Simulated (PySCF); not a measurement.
Structure from 2D NMR

Compound of formula C11H12. Correlations simulated from computed shifts and couplings:

HSQC (one-bond C–H):
```tsv
δH	δC	1J(C,H) (Hz)
6.59	147.0	183
6.57	142.6	161
6.55	143.5	182
5.53	124.5	166
5.33	124.5	171
5.29	121.7	167
5.16	121.7	168
3.56	45.8	164
3.52	43.8	164
1.88	20.4	134
```

COSY cross peaks (|J| ≥ 2 Hz):
```tsv
δH	δH	abs. J (Hz)	bonds
6.57	5.53	18.5	3
6.57	5.33	11.7	3
5.29	5.16	2.2	2
5.16	1.88	2.0	4
3.56	3.52	3.1	3
```

HMBC (two and three bonds, |J| ≥ 2.5 Hz):
```tsv
δH	δC [abs. J in Hz]
6.59	167.8 [3.6], 142.6 [2.7], 45.8 [4.6], 43.8 [13.0]
6.57	167.8 [4.9], 147.0 [4.2], 43.8 [7.5]
6.55	169.9 [3.5], 45.8 [13.1], 43.8 [4.6]
5.53	167.8 [9.7]
5.33	167.8 [14.7]
5.29	169.9 [8.6], 20.4 [11.4]
5.16	169.9 [13.0], 20.4 [7.0]
3.56	169.9 [4.5], 167.8 [5.1], 147.0 [4.4], 143.5 [3.8], 43.8 [5.0]
3.52	169.9 [5.0], 167.8 [4.3], 147.0 [3.9], 143.5 [4.2], 45.8 [5.0]
1.88	169.9 [4.9], 150.5 [6.0], 121.7 [6.6]
```

Carbons without hydrogens: δ 169.9, 167.8, 150.5.

PySCF 2.14.0 with density-fitted response routines calculation with shieldings: GIAO CAM-B3LYP/pcSseg-1, PBE0-D3(BJ)/def2-SVP structure and J: B3LYP/pcJ-1 (without the spin–dipole term); non-relativistic Hamiltonian, one conformer, no solvent, equivalent nuclei averaged.

Scale: TMS for 1H (σref 31.33) and 13C (σref 182.45) (reference shieldings calculated alike).

Exchangeable hydrogens are left out of these lists, and C,H couplings along chains are those of one rotamer, so weak HMBC peaks may be missing or extra.

Problem. Which molecule is this?

Solution. `C=CC1=C[C@@H]2C(C(=C)C)=C[C@H]12`.

Mapped SMILES: `[CH2:1]=[CH:2][C:3]1=[CH:4][C@@H:5]2[C:6]([C:7](=[CH2:8])[CH3:9])=[CH:10][C@H:11]12`. Each H is labelled by its parent atom. Ha(C1) is cis to C3; Ha(C8) is cis to C6; Hb(C1) is trans to C3; Hb(C8) is trans to C6.

- δC 169.9 is C6, a fully substituted alkene carbon.
- δC 167.8 is C3, a fully substituted alkene carbon.
- δC 150.5 is C7, a fully substituted alkene carbon.
- δC 147.0 is C4, an alkene CH (δH 6.59).
- δC 143.5 is C10, an alkene CH (δH 6.55).
- δC 142.6 is C2, an alkene CH (δH 6.57).
- δC 124.5 is C1, a terminal =CH2 carbon (δH 5.33, 5.53).
- δC 121.7 is C8, a terminal =CH2 carbon (δH 5.16, 5.29).
- δC 45.8 is C5, an allylic sp3 CH (δH 3.56).
- δC 43.8 is C11, an allylic sp3 CH (δH 3.52).
- δC 20.4 is C9, an allylic methyl carbon (δH 1.88).
- HMBC from δH 6.59 reaches the proton-free carbon C3.
- HMBC from δH 6.57 reaches the proton-free carbon C3.
- HMBC from δH 6.55 reaches the proton-free carbon C6.
- HMBC from δH 5.53 reaches the proton-free carbon C3.
- COSY links 6.57–5.53, 6.57–5.33, 5.29–5.16, 5.16–1.88, 3.56–3.52.

This is the structure that produced the data. Such data don't tell enantiomers apart.

Unscaled 3J(H,H) at this level run about 10 % above measured values. Shifts are as computed, not scaled to solution data. Of 1328 compounds with measured shifts, 309 miss one by over three times the rms of a fit or turn the order of signals round; such compounds aren't used in these exercises. Signals without a measured value on file couldn't be tested in this way.
